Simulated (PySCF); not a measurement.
Nuclear quadrupole coupling in `F[C@@H]1C=CC[Si@H]1N([SiH3])[SiH3]`

Compound: C4H12FNSi3.
Z-matrix (Å and degrees, GFN2-xTB geometry), rows numbered from 1:
```
F 
C   1  1.3944
C   2  1.4949  1  110.53
C   3  1.3227  2  118.03  1  -132.22
C   4  1.4985  3  119.31  2     0.56
Si  5  1.9072  4  103.72  3    10.42
N   6  1.7354  2  113.49  1  -107.19
Si  7  1.7478  6  116.38  2  -165.60
Si  7  1.7551  6  120.72  2    22.83
H   2  1.0969  1  104.59  3   118.84
H   3  1.0795  2  118.46  1    47.66
H   4  1.0808  3  122.08  2  -178.69
H   5  1.0920  4  109.67  3  -109.99
H   5  1.0901  4  110.04  3   133.36
H   6  1.4695  2  109.68  1    18.27
H   8  1.4646  7  109.09  6   -74.76
H   8  1.4591  7  107.63  6   164.33
H   8  1.4621  7  107.72  6    44.51
H   9  1.4604  7  108.69  6    38.42
H   9  1.4606  7  107.33  6   158.18
H   9  1.4675  7  108.13  6   -82.69
```

Field gradients from the PBE0/pcSseg-1 density (PySCF, non-relativistic), principal values in atomic units, ordered |Vxx| ≤ |Vyy| ≤ |Vzz|:

```json
{"atom": "N7", "Vxx": "0.2662", "Vyy": "0.3487", "Vzz": "-0.6149"}
```

**Question.** Find the asymmetry η = (Vxx − Vyy)/Vzz and the couplings χ = eQV/h (234.96 MHz × Q in barn × V in au), with Q(14N) = 0.02044 b.

**Answer.** 
```csv
atom,environment,nucleus,η,χzz (MHz),χxx (MHz),χyy (MHz)
N7,nitrogen bridging silicon atoms,14N,0.13,-2.953,1.278,1.675
```

**Question.** What is Vzz at N7 in SI units (1 au = 9.71736 × 10²¹ V/m²)?

**Answer.** -0.6149 au = -5.975 × 10²¹ V/m².

**Question.** What couplings would deuterons (Q(2H) = 0.00286 b) have in place of the hydrogens, at this geometry?

**Answer.** 
```tsv
atom	bonded to	bond length (Å)	Vzz (au)	η	χzz (kHz)
H10	C2	1.097	0.2910	0.07	196
H11	C3	1.080	0.3310	0.06	222
H12	C4	1.081	0.3279	0.04	220
H13	C5	1.092	0.3123	0.03	210
H14	C5	1.090	0.3147	0.03	211
H15	Si6	1.470	0.1568	0.02	105
H16	Si8	1.465	0.1599	0.02	107
H17	Si8	1.459	0.1633	0.05	110
H18	Si8	1.462	0.1612	0.04	108
H19	Si9	1.460	0.1608	0.04	108
H20	Si9	1.461	0.1618	0.05	109
H21	Si9	1.468	0.1580	0.02	106
```

Isolated species at its GFN2-xTB geometry (one conformer only). GFN2-xTB frequencies show an imaginary mode (42i cm⁻¹), so this geometry is no minimum at that level. GFN2-xTB bond lengths can be off by several hundredths of an ångström, more for odd bonds, and the gradients follow them. With a basis this small, the couplings can be 20 % off.
